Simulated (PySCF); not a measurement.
C₃H₇O, charge -1, singlet, geometry from GFN2-xTB (in this run its highest filled SCF level lies above zero, so its values depend strongly on the basis, on diffuse functions most of all); PySCF with CCSD(T)/STO-3G.

PySCF was given this input:
```python
from pyscf import gto, scf, cc

mol = gto.Mole()
mol.atom = '''
    O     0.27524919   -0.58420743   -0.62303532
    C     0.09401883    0.90333784   -0.29403238
    C     1.02460482   -1.20359562    0.34229042
    C    -1.27934567    1.02284955    0.39588235
    H    -0.06509560    1.31189351   -1.33559503
    H     1.24877528   -2.23160334    0.01033964
    H     1.98223373   -0.68204747    0.53292018
    H     0.50182452   -1.27623020    1.31766778
    H    -2.14125770    0.55895431   -0.13156786
    H    -1.24810032    0.57100939    1.39663175
    H    -1.51604143    2.08613261    0.52904382
'''
mol.basis = 'sto-3g'
mol.charge = -1
mol.verbose = 4
mol.build()

mf = scf.RHF(mol)
mf.kernel()

mycc = cc.CCSD(mf)
mycc.kernel()
et = mycc.ccsd_t()
print('E(CCSD(T)) = %.10f' % (mycc.e_tot + et))
```

The log (banner, timings and long lists left out):

```
PySCF version 2.14.0

[INPUT] verbose = 4
[INPUT] num. atoms = 11
[INPUT] num. electrons = 34
[INPUT] charge = -1
[INPUT] spin (= nelec alpha-beta = 2S) = 0
[INPUT] symmetry False subgroup None
[INPUT] Mole.unit = angstrom
[INPUT] Symbol           X                Y                Z      unit          X                Y                Z       unit  Magmom
[INPUT]  1 O      0.275249190000  -0.584207430000  -0.623035320000 AA    0.520145585108  -1.103992042636  -1.177366120731 Bohr   0.0
[INPUT]  2 C      0.094018830000   0.903337840000  -0.294032380000 AA    0.177669839252   1.707061115556  -0.555640669954 Bohr   0.0
[INPUT]  3 C      1.024604820000  -1.203595620000   0.342290420000 AA    1.936222495709  -2.274466086526   0.646835148862 Bohr   0.0
[INPUT]  4 C     -1.279345670000   1.022849550000   0.395882350000 AA   -2.417612934948   1.932905516135   0.748109219049 Bohr   0.0
[INPUT]  5 H     -0.065095600000   1.311893510000  -1.335595030000 AA   -0.123012855914   2.479119438494  -2.523908820030 Bohr   0.0
[INPUT]  6 H      1.248775280000  -2.231603340000   0.010339640000 AA    2.359843270327  -4.217119131265   0.019539087827 Bohr   0.0
[INPUT]  7 H      1.982233730000  -0.682047470000   0.532920180000 AA    3.745878864575  -1.288882922253   1.007073186454 Bohr   0.0
[INPUT]  8 H      0.501824520000  -1.276230200000   1.317667780000 AA    0.948310905391  -2.411725549899   2.490031227364 Bohr   0.0
[INPUT]  9 H     -2.141257700000   0.558954310000  -0.131567860000 AA   -4.046390615116   1.056270562045  -0.248627222195 Bohr   0.0
[INPUT] 10 H     -1.248100320000   0.571009390000   1.396631750000 AA   -2.358567780782   1.079051361655   2.639251504372 Bohr   0.0
[INPUT] 11 H     -1.516041430000   2.086132610000   0.529043820000 AA   -2.864903096194   3.942219292424   0.999747927694 Bohr   0.0

nuclear repulsion = 123.844103395273
number of shells = 19
number of NR pGTOs = 81
number of NR cGTOs = 27
basis = sto-3g
ecp = {}

******** <class 'pyscf.scf.hf.RHF'> ********
method = RHF
initial guess = minao
damping factor = 0
level_shift factor = 0
DIIS = <class 'pyscf.scf.diis.CDIIS'>
diis_start_cycle = 1
diis_space = 8
diis_damp = 0
SCF conv_tol = 1e-09
SCF conv_tol_grad = None
SCF max_cycles = 50
direct_scf = True
direct_scf_tol = 1e-13
Set gradient conv threshold to 3.16228e-05
Initial guess from minao.
init E= -190.220692333299
  HOMO = -0.0863532667794341  LUMO = 0.314481007308598  gap/eV = 10.90726
cycle= 1 E= -189.768602775293  delta_E= 0.452  |g|= 0.498  |ddm|= 3.89
  HOMO = 0.200765958699919  LUMO = 0.864604436432525  gap/eV = 18.06397
cycle= 2 E= -189.861714730334  delta_E= -0.0931  |g|= 0.117  |ddm|= 0.867
  HOMO = 0.123536038086633  LUMO = 0.836053022055523  gap/eV = 19.38857
cycle= 3 E= -189.86702457991  delta_E= -0.00531  |g|= 0.0331  |ddm|= 0.203
  HOMO = 0.108201962901627  LUMO = 0.830303476158702  gap/eV = 19.64938
cycle= 4 E= -189.867728596185  delta_E= -0.000704  |g|= 0.00913  |ddm|= 0.0887
  HOMO = 0.11129458626576  LUMO = 0.8333973862349  gap/eV = 19.64942
cycle= 5 E= -189.867796335103  delta_E= -6.77e-05  |g|= 0.00184  |ddm|= 0.0335
  HOMO = 0.110754355395135  LUMO = 0.833139924265858  gap/eV = 19.65711
cycle= 6 E= -189.867799613872  delta_E= -3.28e-06  |g|= 0.000335  |ddm|= 0.00788
  HOMO = 0.110764574697827  LUMO = 0.833147793110662  gap/eV = 19.65705
cycle= 7 E= -189.867799725299  delta_E= -1.11e-07  |g|= 8.37e-05  |ddm|= 0.00125
  HOMO = 0.110762936855178  LUMO = 0.833153430962183  gap/eV = 19.65725
cycle= 8 E= -189.867799731557  delta_E= -6.26e-09  |g|= 2.04e-05  |ddm|= 0.000289
  HOMO = 0.11076719549442  LUMO = 0.833151510943118  gap/eV = 19.65708
cycle= 9 E= -189.867799731951  delta_E= -3.94e-10  |g|= 4.6e-06  |ddm|= 7.44e-05
  HOMO = 0.110767004878453  LUMO = 0.833151566708211  gap/eV = 19.65709
Extra cycle  E= -189.867799731965  delta_E= -1.38e-11  |g|= 2.01e-06  |ddm|= 9.44e-06
converged SCF energy = -189.867799731965

******** <class 'pyscf.cc.ccsd.CCSD'> ********
CC2 = 0
CCSD nocc = 17, nmo = 27
max_cycle = 50
direct = 0
conv_tol = 1e-07
conv_tol_normt = 1e-05
diis_space = 6
diis_start_cycle = 0
diis_start_energy_diff = 1e+09
Init t2, MP2 energy = -190.047205058556  E_corr(MP2) -0.179405326591248
Init E_corr(CCSD) = -0.179405326593237
cycle = 1  E_corr(CCSD) = -0.218699380724751  dE = -0.0392940541  norm(t1,t2) = 0.0579589
cycle = 2  E_corr(CCSD) = -0.231608860655136  dE = -0.0129094799  norm(t1,t2) = 0.0204861
cycle = 3  E_corr(CCSD) = -0.238538268501886  dE = -0.00692940785  norm(t1,t2) = 0.00855749
cycle = 4  E_corr(CCSD) = -0.23897325393892  dE = -0.000434985437  norm(t1,t2) = 0.0016625
cycle = 5  E_corr(CCSD) = -0.23894296533857  dE = 3.02886004e-05  norm(t1,t2) = 0.000701163
cycle = 6  E_corr(CCSD) = -0.238942485712794  dE = 4.79625776e-07  norm(t1,t2) = 0.000137228
cycle = 7  E_corr(CCSD) = -0.238938538706276  dE = 3.94700652e-06  norm(t1,t2) = 6.23444e-05
cycle = 8  E_corr(CCSD) = -0.238938100751426  dE = 4.3795485e-07  norm(t1,t2) = 2.39456e-05
cycle = 9  E_corr(CCSD) = -0.23893808373962  dE = 1.70118056e-08  norm(t1,t2) = 8.98963e-06
CCSD converged
E(CCSD) = -190.1067378157045  E_corr = -0.2389380837396203
CCSD(T) correction = -0.00257548423738919
E(CCSD(T)) = -190.1093132999
```
